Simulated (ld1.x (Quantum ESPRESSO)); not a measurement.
# nickel, PAW: configuration errors across variants

- Element: nickel
- Generator: ld1.x (Quantum ESPRESSO) 7.5
- Type: PAW
- Functional: LDA (PZ)
- Relativity: scalar-relativistic
- Frozen core: [Ar]
- Valence charge: 10
- Reference configuration: 3d8 4s0 4p0 (charge +2)
- Partial waves: 4s (bound, empty): rcut 1.75, rcutus 2.00 bohr; 4s channel at 2.1 Ry: rcut 1.75, rcutus 2.00 bohr; 4p (bound, empty): rcut 2.30, rcutus 2.85 bohr; 4p channel at 0.4 Ry: rcut 2.30, rcutus 2.85 bohr; 3d (bound): rcut 0.90, rcutus 1.00 bohr; 3d channel at 0.75 Ry: rcut 0.90, rcutus 1.00 bohr; 4f channel at 0.25 Ry: rcut 2.45, rcutus 2.75 bohr
- Local potential: all-electron potential smoothed inside 0.80 bohr (lloc = -2)
- Core correction: a·sin(br)/r model core, default radius (core density twice the valence density)
- Augmentation charge: PSQ, radius 0.90 bohr

All-electron excitation energies from the reference (eV): (1) 3d8 4s2 4p0 -27.260; (2) 3d8 4s1 4p0 -17.659; (3) 3d7 4s0 4p0 37.798; (4) 3d8 4s1 4p1 -22.580; (5) 3d8.5 4s1.5 4p0 -28.461; (6) 3d8 4s0 4p2 -17.582; (7) 3d8 4s0 4p1 -11.886; (8) 3d8 4s0 4p0 spin -0.945; (9) 3d8 4s2 4p0 spin -28.172.

Spin tests fill each open shell by Hund’s rule, majority spin first.

The overlap operator is not positive definite (basis up to 400 Ry) in “base”, “wave 4f channel at 0.25 Ry: rcut 2.45, rcutus 2.75 bohr becomes 4f channel at 0.25 Ry: rcut 2.24, rcutus 2.38 bohr”, “augmentation PSQ, inside the norm-conserving radii”, “all radii but the core radius scaled by about 1.30 (s 2.60, p 3.70, d 1.30, f 3.56 bohr, rcut 2.26/2.98/1.16/3.18); local potential all-electron potential smoothed inside 1.04 bohr (lloc = -2); augmentation PSQ, radius 1.16 bohr”. Such files are unfit for use, however small their errors in these radial tests.

2 further variants failed, have other tests or another functional or relativity, and are left out.

A true bound ghost makes a file unfit for plane-wave use even where its test errors are small: the radial tests pick states by their node count and pass the ghost by.

Errors AE − PS in meV (a dash: test not solved or not reliable):

| change | (1) | (2) | (3) | (4) | (5) | (6) | (7) | (8) | (9) | bound ghosts |
| --- | --- | --- | --- | --- | --- | --- | --- | --- | --- | --- |
| base | -3.4 | -0.5 | -227 | +3.8 | -13 | +8.4 | +2.7 | -4.3 | -6.9 | s, p (f not tested, overlap not positive) |
| local potential all-electron potential smoothed inside 2.56 bohr (lloc = -2) | -7.9 | -2.0 | -235 | -3.5 | -13 | -0.5 | +0.1 | -4.4 | -11 | none |
| wave 4f channel at 0.25 Ry: rcut 2.45, rcutus 2.75 bohr becomes 4f channel at 0.25 Ry: rcut 2.24, rcutus 2.38 bohr | -3.4 | -0.5 | -227 | +3.8 | -13 | +8.4 | +2.7 | -4.3 | -6.9 | s, p (f not tested, overlap not positive) |
| augmentation PSQ, inside the norm-conserving radii | -4.4 | -0.7 | -227 | +5.9 | -13 | +16 | +5.2 | -4.3 | -7.8 | s, p (f not tested, overlap not positive) |
| all radii but the core radius scaled by about 1.30 (s 2.60, p 3.70, d 1.30, f 3.56 bohr, rcut 2.26/2.98/1.16/3.18); local potential all-electron potential smoothed inside 1.04 bohr (lloc = -2); augmentation PSQ, radius 1.16 bohr | +75 | +16 | -229 | – | – | – | – | – | – | not determined (overlap not positive) |
| added wave 4f channel at 3 Ry: rcut 2.45, rcutus 2.75 bohr | -3.4 | -0.5 | -227 | +3.8 | -13 | +8.4 | +2.7 | -4.3 | -6.9 | s, p |
| type TM semilocal; waves now 4p (bound): rc 2.85 bohr; 3d (bound): rc 1.00 bohr; 4f channel at 0.25 Ry: rc 2.75 bohr; 4s (bound): rc 2.00 bohr; local potential the s channel | -39 | -14 | -240 | -21 | -0.5 | -9.4 | -6.0 | +41 | +6.3 | none |

(1) Give the same row for: local potential all-electron potential smoothed inside 2.65 bohr (lloc = -1).

Answers

(1) -6.0, -1.5, -233, -2.4, -14, 0.0, +0.3, -4.4, -9.3; bound ghosts: none.
